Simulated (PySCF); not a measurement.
# SnC and its ions

ROHF-MP2; basis Sn cc-pVDZ-PP with ECP28, C cc-pVDZ; scalar-relativistic core potentials; PySCF 2.14. Neutral (ROHF): triplet (σ ↑, π ↑), Re = 2.007 Å, ωe = 763 cm⁻¹, De = 2.55 eV.

SnC⁺ (UHF): quartet (σ ↑, π ↑↑), Re = 2.118 Å, ωe = 629 cm⁻¹, De = 2.27 eV to Sn⁺ + C. The energies at the minima are -251.21922 hartree for SnC and -250.94763 for SnC⁺.

Task: Work out the adiabatic ionisation energy, without and with harmonic zero-point energies (1 hartree = 27.2114 eV, 1 eV = 8065.5 cm⁻¹), and the change of the bond length.

Result: At MP2: 0.27159 hartree = 7.390 eV between the minima; the zero-point term (629.0 − 763.0)/2 cm⁻¹ = -0.008 eV makes it 7.382 eV. Re changes by +11.1 pm against the neutral. The electron leaves a π orbital, and the longer bond of the ion fits a bonding orbital, or a change in how ionic the bond is.

Correlated steps freeze 5 core orbitals. UHF and ROHF references stand side by side, which adds small steps between rows. Correlated levels converge slowly with the basis: in double zeta they bind strong bonds too weakly, by up to about 1 eV, and carry superposition errors of some tenths. Spin–orbit coupling is left out, which matters for elements this heavy, above all for dissociation energies. For an ion De counts to the pair picked by the measured ionisation energies or electron affinities, which need not be the lowest pair at this level. States were picked by a PBE0 search and need not be the measured ground states.

Neutral and ion stand on different kinds of reference determinant, which adds to the error of the difference.
